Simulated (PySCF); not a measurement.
Isomers of C3H8ClFSi, mass 126.007 u with the commonest isotopes. Theory: PBE0/def2-SVPD in PySCF (dipole) on a GFN2-xTB geometry, gas phase. One conformer each, none proved a minimum here; rigid rotors.

**Question.** Order these by out-of-plane moment Σ m c² = (Ia + Ib − Ic)/2, smallest first.
A. `[CH3:1][C@@H:2]([Cl:3])[CH2:4][SiH2:5][F:6]` with C1–C2–C4–Si5 -169°, C2–C4–Si5–F6 -156°
B. `[CH3:1][CH2:2][Si@H:3]([F:4])[CH2:5][Cl:6]` with C1–C2–Si3–F4 58°, C2–Si3–C5–Cl6 -62°
C. `[F:1][C@@H:2]([CH2:3][SiH3:4])[CH2:5][Cl:6]` with F1–C2–C3–Si4 -60°, F1–C2–C5–Cl6 169°
D. `[CH3:1][CH2:2][C@H:3]([F:4])[SiH2:5][Cl:6]` with C1–C2–C3–F4 -175°, C2–C3–Si5–Cl6 -91°

**Answer.** A (11.32 u·Å²), C (15.15 u·Å²), D (25.22 u·Å²), B (36.97 u·Å²).

**Question.** Order these by rotational constant C, largest first.
A. `[CH3:1][CH2:2][Si@H:3]([F:4])[CH2:5][Cl:6]` with C1–C2–Si3–F4 58°, C2–Si3–C5–Cl6 -62°
B. `[F:1][C@@H:2]([CH2:3][SiH3:4])[CH2:5][Cl:6]` with F1–C2–C3–Si4 -60°, F1–C2–C5–Cl6 169°
C. `[CH3:1][C@@H:2]([Cl:3])[CH2:4][SiH2:5][F:6]` with C1–C2–C4–Si5 -169°, C2–C4–Si5–F6 -156°

**Answer.** A (1091 MHz), C (959.7 MHz), B (879.4 MHz).

**Question.** Order these by radius of gyration √(Σ m r²/M), largest first.
A. `[CH3:1][CH2:2][Si@H:3]([F:4])[CH2:5][Cl:6]` with C1–C2–Si3–F4 58°, C2–Si3–C5–Cl6 -62°
B. `[CH3:1][C@@H:2]([Cl:3])[CH2:4][SiH2:5][F:6]` with C1–C2–C4–Si5 -169°, C2–C4–Si5–F6 -156°
C. `[CH3:1][CH2:2][C@H:3]([F:4])[SiH2:5][Cl:6]` with C1–C2–C3–F4 -175°, C2–C3–Si5–Cl6 -91°
D. `[F:1][C@@H:2]([CH2:3][SiH3:4])[CH2:5][Cl:6]` with F1–C2–C3–Si4 -60°, F1–C2–C5–Cl6 169°

**Answer.** D (2.164 Å), B (2.066 Å), A (1.993 Å), C (1.972 Å).

```csv
SMILES,point group,Ia (u·Å²),Ib (u·Å²),Ic (u·Å²),κ,μa (D),μb (D),μc (D)
CC[Si@H](F)CCl,C1,176.85,360.49,463.40,-0.65,0.49,0.70,0.04
F[C@@H](C[SiH3])CCl,C1,128.04,476.95,574.68,-0.88,0.06,0.16,0.49
C[C@@H](Cl)C[SiH2]F,C1,120.70,428.54,526.59,-0.86,1.70,1.57,0.41
CC[C@H](F)[SiH2]Cl,C1,175.33,340.11,465.01,-0.56,0.28,1.21,0.40
```
